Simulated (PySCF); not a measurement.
Computed properties of H5N2NbO2, SMILES [NH2][Nb]([NH2])(=[O])[OH], multiplicity 1

H₅N₂NbO₂, SMILES [O]=[Nb]([NH2])([NH2])[OH], multiplicity 1. The structure is a stationary point at PBE0-D3(BJ)/def2-SVP. The spin state was assumed, not searched. The structure was generated by enumeration; whether it is a known compound was not checked. The def2 effective core potentials stand for the cores of Nb; spin–orbit coupling is left out. One conformer was computed; it need not be the lowest. All values are computed for the isolated molecule unless a solvent is named; none is compared with measurement here.

**Structure.** The optimised structure has Cs symmetry. All 24 harmonic modes at PBE0-D3(BJ)/def2-SVP (PySCF) are real, so it is a minimum. With heavy atoms numbered as in [Nb:1](=[O:2])([OH:3])([NH2:5])[NH2:8], the shortest bond between them is Nb1–O2 at 1.697 Å and the longest Nb1–N5 at 1.978 Å.

**Vibrations.** The strongest infrared lines (harmonic, unscaled, degenerate partners summed) lie at 498 cm⁻¹ (226 km/mol, H 73 %, N 25 %), 3956 cm⁻¹ (226 km/mol, H 94 %), 691 cm⁻¹ (202 km/mol, N 63 %, Nb 23 %, H 13 %). The softest mode is at 171 cm⁻¹ and the zero-point energy is 41.6 kcal/mol.

**Electronic structure.** B3LYP/def2-TZVP (PySCF) places the frontier levels at -7.01 and -0.82 eV, a gap of 6.19 eV, and gives a dipole moment of 2.37 D and a mean polarisability of 61.7 bohr³. PBE/def2-TZVP (PySCF) at the same geometry gives -5.85 and -1.44 eV, so its gap is 1.78 eV narrower. An orbital gap is neither the optical nor the fundamental gap.

**Excitations.** TDA-PBE0/def2-SVPD (PySCF) has S1 at 5.16 eV (240 nm, f = 0.018, weak); the most intense of the 10 singlets computed lies at 6.03 eV (f = 0.09). T1 (TDA) is at 4.74 eV, 0.42 eV under S1. TDA-PBE/def2-SVPD (PySCF) puts S1 at 4.56 eV. No vertical singlet excitation falls in the visible range (under 3.1 eV).
